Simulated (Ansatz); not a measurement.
Input and output for C2H5NOSi (`O=C=NC[SiH3]`).

```yaml
crystal:
  periodic: [false, false, false]
  atoms:
    - {symbol: O, position_ang: [-1.838563, -2.568095, 0.807122]}
    - {symbol: C, position_ang: [-1.335359, -1.732640, 0.162914]}
    - {symbol: N, position_ang: [-0.931101, -0.870863, -0.560090]}
    - {symbol: C, position_ang: [0.254116, -0.114457, -0.833369]}
    - {symbol: Si, position_ang: [0.604502, 1.157697, 0.527890]}
    - {symbol: H, position_ang: [0.120196, 0.406990, -1.784233]}
    - {symbol: H, position_ang: [1.117492, -0.776980, -0.956814]}
    - {symbol: H, position_ang: [0.787487, 0.444357, 1.817892]}
    - {symbol: H, position_ang: [-0.538589, 2.097494, 0.637534]}
    - {symbol: H, position_ang: [1.842918, 1.905298, 0.183955]}
basis:
  gaussian: {orbitals: def2-TZVPD, final_grid: {core_spheres: 20, valence_spheres: 16, degree: 47}, point_charges: [{charge: -1.00, position_ang: [5.453, -0.588, -0.670]}]}
hamiltonian: {xc: {name: PBEsol}, dispersion: d3bjatm}
scf: {lower_state_search: full}
```

```sh
$ ansatz run in.yaml --threads 4 --pin off --events-out ev --progress --plain --max-ram 10444MiB
```

Output, abridged:

```
Functional definition: PBEsol
1241 factors; their error is unknown
mean field evaluation 1: about -13516.0049 eV, gradient 7.0e1 eV
mean field evaluation 2: about -13496.6446 eV, gradient 1.1e2 eV
mean field evaluation 4: about -13525.0504 eV, gradient 1.9e1 eV
mean field evaluation 8: about -13525.6564 eV, gradient 1.2e-1 eV
mean field evaluation 16: about -13525.6369 eV, gradient 3.0e-4 eV
mean field -13525.63693042 eV, -497.0579891870 hartree, gradient 3.2e-5 eV, S^2 0.000000; 0 other end points of the search recorded, 0 dependent functions left out
reference -13525.63699253 eV, -497.0579914693 hartree; 23, 23 occupied and 216, 216 virtual orbitals, 1241 factors
Total energy: -13525.71877781 eV, -497.0609970230 hartree
```

Run time 3.6 s (4 threads of an Arm Neoverse V2 on a shared host); peak host memory 0.32 GiB.
